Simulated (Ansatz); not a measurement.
Geometry optimisation, Ansatz 0.2.0, RKS PBE-D4/def2-SVP.

input.yaml

```yaml
crystal:
  periodic: [false, false, false]
  atoms:
    - { symbol: C, position_ang: [0.4658, -2.3877, -0.4659] }
    - { symbol: C, position_ang: [1.2304, -1.061, -0.5199] }
    - { symbol: Si, position_ang: [0.5384, 0.3573, 0.5093] }
    - { symbol: O, position_ang: [1.633, 1.7139, 0.4719] }
    - { symbol: C, position_ang: [-1.1701, 0.8373, -0.064] }
    - { symbol: "N", position_ang: [-1.4504, 2.253, 0.3329] }
    - { symbol: H, position_ang: [0.3748, -2.7378, 0.5449] }
    - { symbol: H, position_ang: [0.9245, -3.0904, -1.1125] }
    - { symbol: H, position_ang: [-0.5972, -2.1651, -0.8057] }
    - { symbol: H, position_ang: [1.3095, -0.718, -1.5353] }
    - { symbol: H, position_ang: [2.2448, -1.2802, -0.1668] }
    - { symbol: H, position_ang: [0.5134, -0.0668, 1.9576] }
    - { symbol: H, position_ang: [1.017, 2.5499, 0.2744] }
    - { symbol: H, position_ang: [-1.2522, 0.772, -1.1188] }
    - { symbol: H, position_ang: [-1.9202, 0.1581, 0.3929] }
    - { symbol: H, position_ang: [-2.3628, 2.5349, -0.0059] }
    - { symbol: H, position_ang: [-1.5177, 2.3303, 1.351] }
basis:
  gaussian: { orbitals: def2-SVP }
hamiltonian:
  xc: pbe
  dispersion: d4
relax:
  f_tol: 0.015
  max_steps: 40
```

Command:

```bash
$ ansatz run input.yaml --threads 2 --pin off --max-ram 3072MiB --backend cpu --events-out ev --progress --plain --runs-dir out
```

Where does it end, and by what steps?

It converged. The force dipped under the threshold on the way, but the program's further checks kept it going. After 9 steps the energy has fallen by 0.519 eV; H16 moved furthest, 0.36 Å.

```tsv
step	energy less start (eV)	largest force component (eV/Å)	accepted
0	0.0000	2.583	yes
1	-0.4186	1.339	yes
2	-0.4992	0.648	yes
3	-0.5144	0.116	yes
4	-0.5033	0.305	no
5	-0.5178	0.066	yes
6	-0.5184	0.019	yes
7	-0.5188	0.017	yes
8	-0.5189	0.015	yes
9	-0.5190	0.011	yes
```

```xyz
17
Properties=species:S:1:pos:R:3
C 0.474 -2.373 -0.462
C 1.269 -1.061 -0.537
Si 0.565 0.308 0.553
O 1.409 1.754 0.397
C -1.198 0.849 0.012
N -1.316 2.277 0.377
H 0.422 -2.762 0.577
H 0.927 -3.171 -1.085
H -0.572 -2.243 -0.811
H 1.310 -0.678 -1.580
H 2.327 -1.228 -0.237
H 0.543 -0.176 1.988
H 0.683 2.429 0.313
H -1.216 0.776 -1.098
H -2.024 0.193 0.380
H -2.089 2.733 -0.124
H -1.533 2.372 1.378
```

Whether the end is a true minimum wasn't checked by a vibrational analysis.

Run time: 44 s on 2 threads of Intel(R) Xeon(R) Platinum 8375C CPU @ 2.90GHz (Ice Lake) (shared host), peak memory 0.21 GiB.
